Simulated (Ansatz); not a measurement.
A search over several starts for the lowest SCF solution of B5 at the given spin, in a small basis.

```yaml
crystal:
  periodic: [false, false, false]
  atoms:
    - {symbol: B, position_ang: [-1.572430, -0.680258, -0.027789]}
    - {symbol: B, position_ang: [1.697021, -0.231568, -0.057914]}
    - {symbol: B, position_ang: [0.683141, 0.902662, 0.294233]}
    - {symbol: B, position_ang: [0.097827, -0.718139, -0.067593]}
    - {symbol: B, position_ang: [-0.905559, 0.727293, -0.140935]}
basis:
  gaussian: {orbitals: def2-SVP, initial_orbitals: start.molden}
magnetization: {spin_polarized: true, initial_magnetization: 3}
hamiltonian: {xc: pbe0, dispersion: d4}
output: {orbitals: {seedname: orbitals}}
```

The file start.molden holds the orbitals of an earlier run on this structure, at another level or in another basis.

```sh
$ ansatz run in.yaml --threads 4 --pin off --events-out ev --progress --plain --max-ram 3916MiB
```

It prints (some lines left out):

```
Functional definition: PBE0
770 factors; their error is unknown
mean field evaluation 1: about -3364.4221 eV, gradient 3.0e0 eV
mean field evaluation 2: about -3364.5015 eV, gradient 1.8e-1 eV
mean field evaluation 4: about -3364.4944 eV, gradient 2.0e-2 eV
mean field evaluation 8: about -3364.4944 eV, gradient 4.2e-5 eV
mean field evaluation 16: about -3364.4909 eV, gradient 3.5e-1 eV
mean field evaluation 32: about -3364.4944 eV, gradient 4.4e-4 eV
mean field -3364.49441851 eV, -123.6428893441 hartree, gradient 1.3e-5 eV, S^2 3.782963; 7 other end points of the search recorded, 0 dependent functions left out
reference -3364.49444149 eV, -123.6428901884 hartree; 14, 11 occupied and 56, 59 virtual orbitals, 770 factors
Total energy: -3364.60370732 eV, -123.6469056336 hartree
```

It took 4.3 s on 4 threads of Arm Neoverse N1 on a shared host.

At PBE0-D4/def2-TZVP a doublet of charge 0 lies 1.56 eV below the quartet, each at its own geometry. The structure comes from a short search, and lower isomers may exist.
